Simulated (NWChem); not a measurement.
Everything below was run with NWChem. System: ClSi, charge 0, spin multiplicity 4, at the geometry of a parent with another charge or spin, in a state set for the comparison that need not be this species' ground state. Its SCF solution wasn't tested for a lower state. Level: UB3LYP/def2-TZVP, VWN1-RPA local correlation.

Input file:

```
start mol
memory heap 200 mb stack 900 mb global 1100 mb
geometry units angstroms nocenter noautoz
  Si     0.000000     0.000000     1.150795
  Cl     0.000000     0.000000    -0.947714
  symmetry group C2v
end
basis spherical
  * library def2-tzvp
end
dft
  xc b3lyp
  odft
  mult 4
  semidirect memsize 60000000 filesize 0
  iterations 100
end
task dft energy
```

Output (cleaned and shortened):

```
             Northwest Computational Chemistry Package (NWChem) 7.3.0
             --------------------------------------------------------

                                NWChem Input Module
                                -------------------

 Scaling coordinates for geometry "geometry" by  1.889725989
 (inverse scale =  0.529177249)

 Turning off AUTOSYM since
 SYMMETRY directive was detected!

                             Geometry "geometry" -> ""
                             -------------------------

 Output coordinates in angstroms (scale by  1.889725989 to convert to a.u.)

  No.       Tag          Charge          X              Y              Z
 ---- ---------------- ---------- -------------- -------------- --------------
    1 Si                  14.0000     0.00000000     0.00000000     1.15079500
    2 Cl                  17.0000     0.00000000     0.00000000    -0.94771400

 Effective nuclear repulsion energy (a.u.)      60.0160329367

            Nuclear Dipole moment (a.u.)
            ----------------------------
        X                 Y               Z
 ---------------- ---------------- ----------------
     0.0000000000     0.0000000000    -0.0000151178

      Symmetry information
      --------------------

 Group name             C2v
 Group number             16
 Group order               4
 No. of unique centers     2

      Symmetry unique atoms

     1    2


 Summary of "ao basis" -> "" (spherical)
 ------------------------------------------------------------------------------
       Tag                 Description            Shells   Functions and Types
 ---------------- ------------------------------  ------  ---------------------
 *                         def2-tzvp                  on all atoms

                                 NWChem DFT Module
                                 -----------------

 Summary of "ao basis" -> "ao basis" (spherical)
 ------------------------------------------------------------------------------
       Tag                 Description            Shells   Functions and Types
 ---------------- ------------------------------  ------  ---------------------
 Si                        def2-tzvp                13       37   5s5p2d1f
 Cl                        def2-tzvp                13       37   5s5p2d1f

 Summary of "ao basis" -> "ao basis" (spherical)
 ------------------------------------------------------------------------------
       Tag                 Description            Shells   Functions and Types
 ---------------- ------------------------------  ------  ---------------------
 Si                        def2-tzvp                13       37   5s5p2d1f
 Cl                        def2-tzvp                13       37   5s5p2d1f

      Symmetry analysis of basis
      --------------------------

        a1         32
        a2          6
        b1         18
        b2         18

            General Information
            -------------------
          SCF calculation type: DFT
          Wavefunction type:  spin polarized.
          No. of atoms     :     2
          No. of electrons :    31
           Alpha electrons :    17
            Beta electrons :    14
          Charge           :     0
          Spin multiplicity:     4
          Use of symmetry is: on ; symmetry adaption is: on
          Maximum number of iterations: 100
          AO basis - number of functions:    74
                     number of shells:    26
          Convergence on energy requested:  1.00D-06
[...]
              MO Center=  2.5D-31,  6.3D-16, -8.2D-01, r^2= 1.3D+00
   Bfn.  Coefficient  Atom+Function         Bfn.  Coefficient  Atom+Function
  ----- ------------  ---------------      ----- ------------  ---------------
    53      0.521994  2 Cl py                56      0.330528  2 Cl py
    50      0.253153  2 Cl py                44     -0.204946  2 Cl py
    47     -0.093797  2 Cl py                16      0.082324  1 Si py
    19      0.043181  1 Si py                 7     -0.035219  1 Si py
    13      0.034177  1 Si py                27     -0.033876  1 Si d -1

 Vector   14  Occ=1.000000D+00  E=-3.550521D-01  Symmetry=b1
              MO Center= -2.5D-16, -5.2D-31, -8.2D-01, r^2= 1.3D+00
   Bfn.  Coefficient  Atom+Function         Bfn.  Coefficient  Atom+Function
  ----- ------------  ---------------      ----- ------------  ---------------
    52      0.521994  2 Cl px                55      0.330528  2 Cl px
    49      0.253153  2 Cl px                43     -0.204946  2 Cl px
    46     -0.093797  2 Cl px                15      0.082324  1 Si px
    18      0.043181  1 Si px                 6     -0.035219  1 Si px
    12      0.034177  1 Si px                29      0.033876  1 Si d  1

 Vector   15  Occ=0.000000D+00  E=-2.379778D-01  Symmetry=a1
              MO Center=  1.1D-15, -9.4D-15,  1.0D+00, r^2= 2.8D+00
   Bfn.  Coefficient  Atom+Function         Bfn.  Coefficient  Atom+Function
  ----- ------------  ---------------      ----- ------------  ---------------
     5      0.545599  1 Si s                  4      0.496913  1 Si s
    54     -0.309419  2 Cl pz                 3     -0.300253  1 Si s
    57     -0.258954  2 Cl pz                17      0.148843  1 Si pz
    51     -0.142142  2 Cl pz                45      0.116875  2 Cl pz
    14      0.105344  1 Si pz                42     -0.098982  2 Cl s

 Vector   16  Occ=0.000000D+00  E=-6.650821D-02  Symmetry=b2
              MO Center= -3.5D-30,  1.2D-14,  1.0D+00, r^2= 3.2D+00
   Bfn.  Coefficient  Atom+Function         Bfn.  Coefficient  Atom+Function
  ----- ------------  ---------------      ----- ------------  ---------------
    19      0.601421  1 Si py                16      0.406240  1 Si py
    56     -0.219373  2 Cl py                13      0.177196  1 Si py
     7     -0.159970  1 Si py                53     -0.150073  2 Cl py
    50     -0.088762  2 Cl py                10     -0.074596  1 Si py
    44      0.062220  2 Cl py                64      0.051651  2 Cl d -1

 Vector   17  Occ=0.000000D+00  E=-6.650821D-02  Symmetry=b1
              MO Center= -1.9D-15,  5.7D-31,  1.0D+00, r^2= 3.2D+00
   Bfn.  Coefficient  Atom+Function         Bfn.  Coefficient  Atom+Function
  ----- ------------  ---------------      ----- ------------  ---------------
    18      0.601421  1 Si px                15      0.406240  1 Si px
    55     -0.219373  2 Cl px                12      0.177196  1 Si px
     6     -0.159970  1 Si px                52     -0.150073  2 Cl px
    49     -0.088762  2 Cl px                 9     -0.074596  1 Si px
    43      0.062220  2 Cl px                66     -0.051651  2 Cl d  1

   alpha - beta orbital overlaps
   -----------------------------

   alpha      1      2      3      4      5      6      7      8      9     10
    beta      1      2      3      4      5      6      7      8      9     10
 overlap   1.000  1.000  1.000  1.000  1.000  1.000  1.000  1.000  1.000  1.000

   alpha     11     12     13     14     15     16     17     18     19     20
    beta     11     12     15     13     14     16     17     18     19     21
 overlap   1.000  0.960  0.958  0.997  0.997  0.985  0.985  0.990  0.993  0.995

   alpha     21     22     23     24     25     26     27     28     29     30
    beta     20     24     25     22     27     26     23     29     28     31
 overlap   0.995  0.993  0.993  0.949  0.986  0.986  0.951  0.997  0.997  0.994

   alpha     31     32     33     34     35     36     37     38     39     40
    beta     30     32     33     35     34     39     40     36     37     38
 overlap   0.994  0.997  0.999  0.997  0.997  0.995  0.995  0.999  0.999  0.995

   alpha     41     42     43     44     45     46     47     48     49     50
    beta     43     44     41     42     45     46     47     48     49     50
 overlap   1.000  1.000  0.995  0.995  0.994  0.997  0.999  0.999  0.999  0.999

   alpha     51     52     53     54     55     56     57     58     59     60
    beta     51     52     53     54     55     56     57     58     59     60
 overlap   0.999  1.000  1.000  1.000  1.000  1.000  1.000  1.000  1.000  1.000

   alpha     61     62     63     64     65     66     67     68     69     70
    beta     61     62     63     64     65     66     67     68     69     70
 overlap   1.000  1.000  1.000  1.000  1.000  1.000  1.000  1.000  1.000  1.000

   alpha     71     72     73     74
    beta     72     71     73     74
 overlap   1.000  1.000  1.000  1.000

     --------------------------
     Expectation value of S2:
     --------------------------
      <S2> =      3.7524 (Exact =     3.7500)

 center of mass
 --------------
 x =   0.00000000 y =   0.00000000 z =  -0.02836303

 moments of inertia (a.u.)
 ------------------
         244.418531611629           0.000000000000           0.000000000000
           0.000000000000         244.418531611629           0.000000000000
           0.000000000000           0.000000000000           0.000000000000

     Multipole analysis of the density
     ---------------------------------

     L   x y z        total         alpha         beta         nuclear
     -   - - -        -----         -----         ----         -------
     0   0 0 0     -0.000000    -17.000000    -14.000000     31.000000

     1   1 0 0     -0.000000     -0.000000      0.000000      0.000000
     1   0 1 0     -0.000000     -0.000000      0.000000      0.000000
     1   0 0 1      0.310959     -2.952233      3.263206     -0.000015

     2   2 0 0    -20.163648    -13.980682     -6.182966      0.000000
     2   1 1 0     -0.000000     -0.000000     -0.000000      0.000000
     2   1 0 1     -0.000000     -0.000000      0.000000      0.000000
     2   0 2 0    -20.163648    -13.980682     -6.182966      0.000000
     2   0 1 1     -0.000000     -0.000000      0.000000      0.000000
     2   0 0 2    -16.828898    -81.299159    -56.265134    120.735395

 Task  times  cpu:        0.9s     wall:        0.9s

 Total times  cpu:        0.9s     wall:        0.9s
```
